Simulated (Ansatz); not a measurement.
FH5MoO5, SMILES `[OH][Mo]([OH])([OH])([OH])([OH])[F]`, charge 0, multiplicity 1.

**Question.** Give a relaxed structure at PBE0-D4/def2-TZVP (Ansatz 0.2.0). (Best estimate.)

**Answer.** The calculation gave: 
```xyz
12

O     1.0741    1.4022    0.8229
Mo    0.0879   -0.0106    0.1565
O     1.3803   -1.3355    0.2666
O    -1.3685   -1.1856    0.1184
O    -1.0748    1.2682   -0.6311
O     0.7597   -0.1128   -1.6448
F    -0.3420   -0.1318    2.0383
H     0.9254    1.6989    1.7272
H     1.8278   -1.6528   -0.5249
H    -1.7904   -1.3823    0.9612
H    -1.8453    0.8923   -1.0697
H     0.3658    0.5499   -2.2206
```
This is one stationary point; other conformers may exist.
